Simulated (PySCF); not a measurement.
C8H9F.
Structure used (GFN2-xTB), in Å, numbered top down from 1:
```
atom  x, y, z in Å
C1     1.7203    1.8333    1.1310
C2     0.9034    0.9638    1.0289
C3    -0.0555   -0.1002    0.8803
C4     0.2580   -1.1221   -0.2000
C5     1.4079   -2.0521   -0.3303
F6     1.4184   -2.9659    0.7063
C7    -0.8398   -0.8613   -0.9056
C8    -1.3371    0.2117    0.0298
C9    -1.4409    1.6094   -0.5529
H10    2.4267    2.6012    1.2385
H11   -0.2709   -0.5411    1.8573
H12    1.3498   -2.6291   -1.2593
H13    2.3609   -1.5115   -0.2711
H14   -1.2473   -1.2479   -1.8220
H15   -2.2613   -0.0499    0.5504
H16   -2.2698    1.6582   -1.2561
H17   -0.5229    1.8717   -1.0737
H18   -1.6087    2.3380    0.2369
```

NICS = −σ at a ghost point: NICS(0) at the centroid of the ring atoms, NICS(1) 1 Å to either side along the normal of their mean plane, zz for the tensor component along that normal. Level: GIAO PBE0/pcSseg-1 (PySCF, non-relativistic, gas phase) on the GFN2-xTB geometry, one conformer.

Ring bond lengths (Å), with Mayer bond orders in brackets: C3–C4 1.520 (0.99), C4–C7 1.331 (1.77), C7–C8 1.508 (1.01), C8–C3 1.569 (0.97).

Question: Give the NICS values of each ring in ppm.

Answer: 
```json
{"ring": "C3–C4–C7–C8", "type": "4-membered carbocycle; formal bonds 1 double, 3 single", "NICS(0)": "-0.8", "NICS(1), two faces": "-2.8 / -2.9", "NICS(1)zz, two faces": "2.1 / -1.4", "rms pucker (Å)": "0.00", "centre to ring atoms, mean (Å)": "1.05"}
```

Question: What can be read from them?

Answer: 
- C3–C4–C7–C8: mean NICS(1)zz 0.4 ppm, near zero. C3, C8 have four or more neighbours, and the NICS criterion for π rings isn't applied. The two faces differ by 3.5 ppm, so no symmetry operation interchanges them.

Question: At the first NICS(1) probe listed for ring C3–C4–C7–C8, 1 Å off the ring, what do the in-plane components average?

Answer: The isotropic value is a third of the trace: (3 × -2.8 − (2.1))/2 = -5.2 ppm.

Question: List the ring angles and the Hirshfeld charges of the ring atoms.

Answer: 
- C3–C4–C7–C8: C3 85.2° (-0.017 e), C4 94.3° (-0.001 e), C7 94.7° (-0.037 e), C8 85.7° (-0.013 e); sum 360.0° against 360° for a flat convex ring.

On one thread, Arm Neoverse N1 (aarch64), shared host, this took 63 s wall and 0.87 GiB of memory at its peak. This is the whole shielding run at PBE0/pcSseg-1, SCF included.
